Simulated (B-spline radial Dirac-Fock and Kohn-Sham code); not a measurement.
**Dipole and non-dipole photoemission parameters of Pd 4d5/2**

System: neutral palladium, [Kr] 4d10; threshold 6.82 eV (orbital energy of the model). Calculated with a B-spline atomic structure program, using Dirac-Hartree-Slater photoionisation with a Latter tail; cross sections with all multipoles, angular parameters from the dipole term and its interference with E2.

For linearly polarised light dσ/dΩ = σ/(4π) [1 + β P₂(cos θ) + (δ + γ cos²θ) sin θ cos φ], with θ from the polarisation vector and φ the angle between the beam and the projection of the electron momentum on the plane normal to the polarisation.

```csv
hν (eV),σ (kb),β,γ,δ
51.8,10800,0.947,0.003,0.007
74.6,1830,1.615,0.001,0.005
80,1130,1.778,0.005,0.004
111,113,0.170,0.275,-0.041
134,166,-0.599,0.215,-0.034
168,272,0.105,0.099,-0.020
188,303,0.355,0.064,-0.017
200,312,0.467,0.048,-0.015
248,303,0.763,0.006,-0.008
300,264,0.945,-0.017,-0.003
416,172,1.154,-0.024,0.006
449,152,1.188,-0.019,0.009
572,97.0,1.266,0.011,0.016
717,?,?,?,?
743,55.5,1.309,0.071,0.024
762,52.4,1.311,0.078,0.025
800,46.8,1.314,0.093,0.026
983,28.5,1.314,0.166,0.034
1486.9,9.59,1.262,0.355,0.052
2000,4.08,1.191,0.517,0.071
2470,2.14,1.128,0.643,0.089
2510,2.03,1.122,0.653,0.090
4000,0.441,0.958,0.945,0.148
4950,0.210,0.877,1.075,0.184
6000,0.105,0.804,1.186,0.224
7290,0.0513,0.731,1.292,0.271
7460,0.0471,0.723,1.304,0.277
7670,0.0424,0.713,1.319,0.284
11000,0.0106,0.585,1.494,0.396
13900,0.00419,0.507,1.591,0.486
```

Problem. Give the values at 717 eV.

Solution. σ = 60.1 kb, β = 1.305, γ = 0.061, δ = 0.023.
